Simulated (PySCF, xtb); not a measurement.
Constitutional and geometric isomers with formula CH7BSi. Gas-phase values, no solvent. One relaxed conformer stands for each flexible species; it need not be the lowest. Strings in code marks are SMILES.

Quantity: electronic energy of isomers of CH7BSi relative to `BC[SiH3]` (H–B–C–Si torsion 88°), in kJ/mol.

Level 1: B3LYP-D3(BJ)/def2-TZVP (PySCF)
Level 2: GFN2-xTB (xtb)

```json
[
 {"species": "`B[SiH2]C` (H–B–Si–C torsion 94°)", "level 1": "48.0", "level 2": "58.6"},
 {"species": "`CB[SiH3]`", "level 1": "29.33", "level 2": "41.9"}
]
```
